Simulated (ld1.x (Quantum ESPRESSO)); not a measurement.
Results of a calculation; reference values are marked as such.
Potentials for Si (Z = 14) compared

Generated with ld1.x 7.5 (TM, RRKJ, ultrasoft, PAW), atompaw 4.2 or ONCVPSP 4.0.1. The cutoff is in Ry: for ld1.x and atompaw files where the sum of valence levels is converged to 10 mRy in a Bessel basis, for ONCV files where the hardest occupied wave has 1 mHa per electron of residual kinetic energy. The error is the largest all-electron minus pseudo excitation energy over each file’s own four to seven test configurations (ionisations up to +4, promotions, holes and added fractions of an electron), all of which were solved. The labels leave out finer settings (local radius, basis sizes, second energies), which also bear on the numbers. Spin-polarised tests are not counted. The rows are a selection from randomly drawn settings: files with unsolved tests, undetermined cutoffs or missed reference levels are left out.

```tsv
potential	cutoff (Ry)	largest error (meV)	bound ghosts
TM semilocal, LDA (PZ), scalar-relativistic, rc 1.20/2.25/1.90 (spd), local d, core correction no, reference 3s1 3p3	50	+230	none
PAW, LDA (PZ), non-relativistic, rc 1.95/2.00/1.75 (spd), local smoothed, core correction yes, reference 3s2 3p1	8	-53	none
TM, revPBE, scalar-relativistic, rc 1.30/1.70/1.85 (spd), local s, core correction yes, reference 3s2 3p2	40	+76	none
ultrasoft, BLYP, scalar-relativistic, rc 2.00/2.35 (sp), local smoothed, core correction no, reference 3s2 3p2	8	+205	none
RRKJ, PBE, non-relativistic, rc 1.55/1.70/1.40 (spd), local smoothed, core correction no, reference 3s2 3p2	15	+90	none
```

Question: Fill in the row for Si: TM, LDA (PZ), non-relativistic, rc 1.30/1.40 (sp), local smoothed, core correction no, reference 3s2 3p2.

Answer: cutoff 50 Ry, largest error +594 meV, bound ghosts: none.

Question: Fill in the row for Si: ultrasoft, LDA (PZ), non-relativistic, rc 2.15/2.45/2.00 (spd), local smoothed, core correction yes, reference 3s2 3p1.5.

Answer: cutoff 8 Ry, largest error +4.5 meV, bound ghosts: none.

Question: Fill in the row for Si: TM, LDA (PZ), scalar-relativistic, rc 1.85/1.85/1.50 (spd), local s, core correction no, reference 3s2 3p1.5.

Answer: cutoff 15 Ry, largest error +215 meV, bound ghosts: none.
